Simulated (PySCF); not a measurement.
**How methods differ on the excitation energy of Ta²⁺**

Ta²⁺ [Xe] 4f14 5d3 (4F) → Ta²⁺ [Xe] 4f14 5d2 6s1 (4F), as a difference of total energies. Calculation: PySCF 2.14, in aug-cc-pVTZ-PP with ECP60MDF; a scalar-relativistic core potential. Correlated levels: valence: 5s2 5p6 frozen. The calculations carry no spin-orbit coupling.

| method | excitation energy (eV) |
| --- | --- |
| UHF | 0.748 |
| MP2 (valence) | 0.788 |
| SCS-MP2 (valence) | 0.761 |
| CCSD (valence) | 0.785 |
| CCSD(T) (valence) | 0.784 |

Task: How much does correlation contribute at CCSD(T) (valence)?

Result: 0.784 − (0.748) = 0.036 eV, measured against UHF.
